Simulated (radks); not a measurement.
Initial-state core-level shifts of neutral tin when its valence configuration changes from [Kr] 4d10 5s2 5p2. Method: scalar-relativistic Kohn-Sham, PBE, spin-polarised, spherical densities, finite nucleus; open shells are filled with parallel spins first (spin-orbit coupling, left out, can overturn this in heavy ions); Fermi nuclear charge, rms radius 4.6519 fm; computed with a radial shooting solver on a logarithmic mesh with Libxc functionals. Shifts are changes of the shell-averaged eigenvalues in eV (positive: less bound); the change of the density at the nucleus, which sets a Mossbauer isomer shift, is in e/bohr^3, on a base of 1.966e+05.

valence,2p,3s,3p,4p,density at nucleus
4d8 5s2 5p4,-16.491,-15.910,-15.911,-13.133,+38.75
4d9 5s2 5p3,-7.929,-7.680,-7.680,-6.425,+18.98
4d10 5p4,-2.975,-3.021,-3.020,-3.019,-76.90
4d8.5 5s2 5p3.5,-12.191,-11.786,-11.786,-9.801,+28.77
4d8 5p6,-19.227,-18.691,-18.690,-15.844,-60.63
4d10 5s1 5p3,-1.109,-1.140,-1.139,-1.151,-37.95
4d9 5p5,-10.976,-10.768,-10.767,-9.468,-69.36
4d10 5s1.5 5p2.5,-0.588,-0.602,-0.602,-0.608,-18.59
4d9.5 5s2 5p2.5,-3.936,-3.820,-3.821,-3.226,+9.39
